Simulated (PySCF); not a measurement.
Electron correlation in N²⁺ (nitrogen, charge +2)

[He] 2s2 3d1, 2D determinant (an excited configuration). Computed with PySCF 2.14 in aug-cc-pwCVTZ (7s6p4d2f, 59 functions), with no relativity, point nucleus. Frozen: nothing; 5 electrons correlated.

| level | correlation energy (mhartree) |
| --- | --- |
| CCSD | -137.07 |
| (T) | -2.06 |
| CCSD(T) | -139.13 |

Diagnostics: T1 = 0.0047, D1 = 0.0111, largest double amplitude 0.151.

The outer electron is Rydberg-like, and this basis confines it to a smaller radius and binds it less than a complete one would. A double-excitation amplitude exceeds 0.15, a sign of near-degeneracy.

Cost of the coupled-cluster step: of the order of 9 core-seconds, for 5 correlated electrons.

Iterations:

```
CC2 = 0
CCSD nocc = (np.int64(3), np.int64(2)), nmo = (59, 59)
frozen orbitals [[], []]
max_cycle = 100
direct = 0
conv_tol = 1e-08
conv_tol_normt = 1e-06
diis_space = 8
diis_start_cycle = 0
Init t2, MP2 energy = -0.126527437655304
Init E_corr(UCCSD) = -0.126527437655456
cycle = 1  E_corr(UCCSD) = -0.230684164471607  dE = -0.104156727  norm(t1,t2) = 1.30788
cycle = 2  E_corr(UCCSD) = -0.546743370776552  dE = -0.316059206  norm(t1,t2) = 4.8229
cycle = 3  E_corr(UCCSD) = 0.0982642756793525  dE = 0.645007646  norm(t1,t2) = 8.82177
cycle = 4  E_corr(UCCSD) = -0.108274680518853  dE = -0.206538956  norm(t1,t2) = 18.2537
cycle = 5  E_corr(UCCSD) = -0.120854970644816  dE = -0.0125802901  norm(t1,t2) = 1.46804
cycle = 6  E_corr(UCCSD) = -0.136523754531903  dE = -0.0156687839  norm(t1,t2) = 0.824983
cycle = 7  E_corr(UCCSD) = -0.137792925932804  dE = -0.0012691714  norm(t1,t2) = 0.00677056
cycle = 8  E_corr(UCCSD) = -0.137314833413998  dE = 0.000478092519  norm(t1,t2) = 0.050439
cycle = 9  E_corr(UCCSD) = -0.136842260088774  dE = 0.000472573325  norm(t1,t2) = 0.0128921
cycle = 10  E_corr(UCCSD) = -0.137165334109901  dE = -0.000323074021  norm(t1,t2) = 0.0127833
cycle = 11  E_corr(UCCSD) = -0.137073560733646  dE = 9.17733763e-05  norm(t1,t2) = 0.00569797
cycle = 12  E_corr(UCCSD) = -0.137062176448339  dE = 1.13842853e-05  norm(t1,t2) = 0.00103882
cycle = 13  E_corr(UCCSD) = -0.137064269923857  dE = -2.09347552e-06  norm(t1,t2) = 0.00020818
cycle = 14  E_corr(UCCSD) = -0.137066493862267  dE = -2.22393841e-06  norm(t1,t2) = 0.000107129
cycle = 15  E_corr(UCCSD) = -0.137065272737264  dE = 1.221125e-06  norm(t1,t2) = 1.79819e-05
cycle = 16  E_corr(UCCSD) = -0.137065001603852  dE = 2.71133412e-07  norm(t1,t2) = 6.51045e-06
cycle = 17  E_corr(UCCSD) = -0.1370650597278  dE = -5.8123948e-08  norm(t1,t2) = 2.30519e-06
cycle = 18  E_corr(UCCSD) = -0.137065047477168  dE = 1.22506324e-08  norm(t1,t2) = 8.37794e-07
cycle = 19  E_corr(UCCSD) = -0.137065041427149  dE = 6.05001907e-09  norm(t1,t2) = 1.60495e-06
cycle = 20  E_corr(UCCSD) = -0.137065041587987  dE = -1.60838232e-10  norm(t1,t2) = 2.66203e-07
UCCSD converged
E(UCCSD) = -51.72321898127666  E_corr = -0.1370650415879872
UCCSD(T) correction = -0.00205751665088011
```
